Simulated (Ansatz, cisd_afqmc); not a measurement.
Species: I, charge 0, doublet.

Total energies in def2-TZVPPD, 7 correlated electrons, 9 frozen orbitals. Radicals and triplets start from unrestricted determinants; spin-orbit coupling is neglected. Correlated methods leave the cores frozen (noble-gas shells, and filled d and f shells in the p block). Past Kr the def2 sets carry scalar-relativistic core potentials. AFQMC is phaseless with a CISD trial state; ± is one standard error, without the phaseless bias. Outlying blocks are dropped, and bars are widened where a walk drifts. Over all cases where full CI ran beside it in this data, AFQMC minus full CI had a median of +0.1 mEh and passed +0.4 mEh in a tenth of the cases. Spin-orbit terms, left out, reach several kcal/mol for Br and I, and more for heavier atoms.

| method | program | energy (Eh) | minus CCSDTQ (mEh) |
|---|---|---|---|
| HF | Ansatz | -296.65863 | 136.82 |
| MP2 | Ansatz | -296.77236 | 23.09 |
| CCSD | Ansatz | -296.79072 | 4.74 |
| CCSD(T) | Ansatz | -296.79478 | 0.68 |
| CCSDT(Q) | Ansatz | -296.79544 | 0.01 |
| CCSDTQ | Ansatz | -296.79545 | 0.00 |
| AFQMC/CISD | cisd_afqmc | -296.7951 ± 0.0002 | 0.4 ± 0.2 |

Ansatz is a first-principles code.
